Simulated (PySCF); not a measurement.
Mo(O)2(NH2)(Me) (CH5MoNO2), SMILES [Mo]([CH3])([NH2])(=[O])=[O], multiplicity 1.

Geometry: B3LYP-D3(BJ)/def2-SVP. The multiplicity is an assumed one; no other spin state was optimised. The structure was generated by enumeration; whether it is a known compound was not checked. The def2 effective core potentials stand for the cores of Mo; spin–orbit coupling is left out. One conformer was computed; it need not be the lowest.

Two levels are set side by side: PBE/def2-TZVP (PySCF) and HF/def2-TZVP (PySCF). Same geometry, gas phase. Differences are taken from unrounded values.

```tsv
quantity	PBE
orbital gap (eV)	4.23
highest occupied level (eV)	-7.18
lowest empty level (eV)	-2.94
dipole moment (D)	3.91
mean polarisability (bohr³)	66.7
```

Task: These are the PBE values. What does HF give? (An estimate is asked for; the answer gives what the named calculation found.)

Result: 
| quantity | HF | PBE minus HF |
|---|---|---|
| orbital gap (eV) | 13.38 | -9.14 |
| highest occupied level (eV) | -11.96 | 4.78 |
| lowest empty level (eV) | 1.41 | -4.36 |
| dipole moment (D) | 4.51 | -0.60 |
| mean polarisability (bohr³) | 61.4 | 5.3 |

Without exact exchange PBE keeps part of each electron's self-repulsion, which lifts occupied levels and narrows the gap. PBE's more diffuse valence density responds more strongly to a field. Differences between two approximate levels are no errors against the true value.

Rough cost on one machine, each run with all the roots and properties that it gave: HF against PBE about 1/3.
